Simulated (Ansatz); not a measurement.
A structure drawn as `[OH][Nb]([F])([F])([F])[Cl]`, with this starting geometry:

```xyz
7

O     1.635   -0.089    0.797
Nb   -0.274    0.517   -0.618
F     0.425    1.570   -2.177
F    -0.869    0.344    1.420
F    -0.741   -1.511   -0.068
Cl   -2.428   -0.692    0.584
H     2.252   -0.139    0.062
```

Total charge 0; spin multiplicity 1. Nb takes the def2 core potential.

**Question.** Does it keep its bonds when Ansatz relaxes it at PBE-D4/def2-SVP and then PBE0-D4/def2-TZVP?

**Answer.** Yes, every drawn bond is still there and no new one forms.

**Question.** Give the relaxed structure. (Estimate.)

**Answer.** The calculation gave: 
```xyz
7

O    -0.275    1.249    0.850
Nb    0.055   -0.257   -0.177
F     0.456    0.783   -1.642
F    -1.667   -0.857    0.080
F     1.395   -0.788    0.970
Cl    0.476   -2.154   -1.466
H    -0.439    2.024    1.385
```
All modes are real.

Atoms count as bonded under 1.1 times the sum of their covalent radii (H–H under 0.85 Å, pairs among N, O and F under 1.55 Å), and a drawn bond as lost past 1.3 times.
